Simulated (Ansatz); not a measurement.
Born–Oppenheimer molecular dynamics of GaH4N (6 atoms, charge 0, multiplicity 1). It goes on from the last frame of an earlier run, with new velocities.

Level of theory: RKS B3LYP-D4/def2-SVP (Ansatz).

| Property | Result |
| --- | --- |
| ensemble | NVE (velocity Verlet) |
| time step | 0.5 fs |
| steps asked | 166 |
| starting velocities drawn for | 500 K |
| seed | 149328 |

First frame:

```xyz
6
Properties=species:S:1:pos:R:3
Ga 0.045 -0.085 0.071
N -0.518 0.290 1.734
H -0.874 -0.357 2.450
H -0.811 1.205 2.046
H 0.318 1.052 -0.939
H 0.135 -1.579 -0.431
```

Q: What does the run give?

A: The run went to its last step.

* steps done: 166
* time covered: 83 fs
* mean temperature over the second half: 337 K
* spread of the potential energy over the second half: 8.4 meV per atom
* mean potential energy of the second half above the start: 14.3 meV per atom

The conserved energy stayed within 0.6 meV per atom of its start (net change 0.27 meV per atom), so the integration is sound. A run of 0.083 ps of so small a system gives no equilibrium averages.

Q: What happens to the structure?

A: The same pairs are bonded in the first frame and the last. Pairs count as bonded within 1.25 times the sum of covalent radii (0.12 Å more for H–H). This is one draw of velocities; another would differ in detail.

Q: How do temperature and energy run in time?

A: 
```json
{"time (fs)": "0.0", "T (K)": "500", "potential energy less start (eV)": "0.000", "conserved less start (meV/atom)": "0.00"}
{"time (fs)": "2.5", "T (K)": "356", "potential energy less start (eV)": "0.077", "conserved less start (meV/atom)": "0.48"}
{"time (fs)": "5.0", "T (K)": "505", "potential energy less start (eV)": "-0.002", "conserved less start (meV/atom)": "0.07"}
{"time (fs)": "7.5", "T (K)": "333", "potential energy less start (eV)": "0.088", "conserved less start (meV/atom)": "0.35"}
{"time (fs)": "10.0", "T (K)": "264", "potential energy less start (eV)": "0.124", "conserved less start (meV/atom)": "0.34"}
{"time (fs)": "12.5", "T (K)": "333", "potential energy less start (eV)": "0.087", "conserved less start (meV/atom)": "0.14"}
{"time (fs)": "15.0", "T (K)": "234", "potential energy less start (eV)": "0.140", "conserved less start (meV/atom)": "0.42"}
{"time (fs)": "17.5", "T (K)": "327", "potential energy less start (eV)": "0.090", "conserved less start (meV/atom)": "0.05"}
{"time (fs)": "20.0", "T (K)": "99", "potential energy less start (eV)": "0.211", "conserved less start (meV/atom)": "0.60"}
{"time (fs)": "22.5", "T (K)": "463", "potential energy less start (eV)": "0.019", "conserved less start (meV/atom)": "0.02"}
{"time (fs)": "25.0", "T (K)": "348", "potential energy less start (eV)": "0.082", "conserved less start (meV/atom)": "0.52"}
{"time (fs)": "27.5", "T (K)": "490", "potential energy less start (eV)": "0.005", "conserved less start (meV/atom)": "0.01"}
{"time (fs)": "30.0", "T (K)": "268", "potential energy less start (eV)": "0.123", "conserved less start (meV/atom)": "0.48"}
{"time (fs)": "32.5", "T (K)": "412", "potential energy less start (eV)": "0.047", "conserved less start (meV/atom)": "0.16"}
{"time (fs)": "35.0", "T (K)": "366", "potential energy less start (eV)": "0.071", "conserved less start (meV/atom)": "0.26"}
{"time (fs)": "37.5", "T (K)": "261", "potential energy less start (eV)": "0.126", "conserved less start (meV/atom)": "0.37"}
{"time (fs)": "40.0", "T (K)": "333", "potential energy less start (eV)": "0.087", "conserved less start (meV/atom)": "0.11"}
{"time (fs)": "42.5", "T (K)": "184", "potential energy less start (eV)": "0.166", "conserved less start (meV/atom)": "0.48"}
{"time (fs)": "45.0", "T (K)": "408", "potential energy less start (eV)": "0.048", "conserved less start (meV/atom)": "0.04"}
{"time (fs)": "47.5", "T (K)": "294", "potential energy less start (eV)": "0.110", "conserved less start (meV/atom)": "0.55"}
{"time (fs)": "50.0", "T (K)": "499", "potential energy less start (eV)": "0.001", "conserved less start (meV/atom)": "-0.01"}
{"time (fs)": "52.5", "T (K)": "214", "potential energy less start (eV)": "0.151", "conserved less start (meV/atom)": "0.56"}
{"time (fs)": "55.0", "T (K)": "383", "potential energy less start (eV)": "0.061", "conserved less start (meV/atom)": "0.09"}
{"time (fs)": "57.5", "T (K)": "339", "potential energy less start (eV)": "0.085", "conserved less start (meV/atom)": "0.30"}
{"time (fs)": "60.0", "T (K)": "301", "potential energy less start (eV)": "0.105", "conserved less start (meV/atom)": "0.26"}
{"time (fs)": "62.5", "T (K)": "221", "potential energy less start (eV)": "0.146", "conserved less start (meV/atom)": "0.28"}
{"time (fs)": "65.0", "T (K)": "228", "potential energy less start (eV)": "0.143", "conserved less start (meV/atom)": "0.38"}
{"time (fs)": "67.5", "T (K)": "448", "potential energy less start (eV)": "0.027", "conserved less start (meV/atom)": "0.07"}
{"time (fs)": "70.0", "T (K)": "313", "potential energy less start (eV)": "0.100", "conserved less start (meV/atom)": "0.48"}
{"time (fs)": "72.5", "T (K)": "484", "potential energy less start (eV)": "0.008", "conserved less start (meV/atom)": "0.01"}
{"time (fs)": "75.0", "T (K)": "268", "potential energy less start (eV)": "0.124", "conserved less start (meV/atom)": "0.59"}
{"time (fs)": "77.5", "T (K)": "463", "potential energy less start (eV)": "0.019", "conserved less start (meV/atom)": "0.03"}
{"time (fs)": "80.0", "T (K)": "269", "potential energy less start (eV)": "0.122", "conserved less start (meV/atom)": "0.48"}
{"time (fs)": "82.5", "T (K)": "383", "potential energy less start (eV)": "0.061", "conserved less start (meV/atom)": "0.09"}
```

Run time: 120 s on 1 thread of AMD EPYC 9B45 (Zen 5), with other jobs on the host, peak memory 0.14 GiB.
